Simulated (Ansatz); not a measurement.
C2H7GeIn (`C=[C]([GeH3])[InH2]`) at its PBE0-D4/def2-TZVP geometry, where that method's forces vanish. Charge 0, multiplicity 1. In takes the def2 core potential.

```xyz
11

C     0.0800    1.5536    0.4456
C     0.0143    0.2914    0.0119
Ge   -0.0413   -1.1594    1.3000
In   -0.0250   -0.0240   -2.1133
H     0.1044    1.8128    1.5061
H     0.1137    2.4071   -0.2322
H     1.1559   -2.1060    1.0881
H    -1.3270   -1.9880    1.1140
H     0.0004   -0.5983    2.7363
H     0.0346    1.4165   -3.0657
H    -0.1101   -1.6058   -2.7907
```

**Question.** What forces (eV/Å) does PBE-D4/def2-TZVPP give on these atoms in Ansatz? (Best estimate.)

**Answer.** Ansatz gave: 
```
C1   0.015  0.300  0.084
C2  -0.015 -0.292 -0.092
Ge3 -0.003 -0.077  0.033
In4 -0.003 -0.049 -0.092
H5   0.005  0.060  0.226
H6   0.007  0.185 -0.138
H7   0.111 -0.094 -0.020
H8  -0.120 -0.083 -0.018
H9   0.004  0.058  0.140
H10  0.005  0.120 -0.067
H11 -0.007 -0.127 -0.056
```
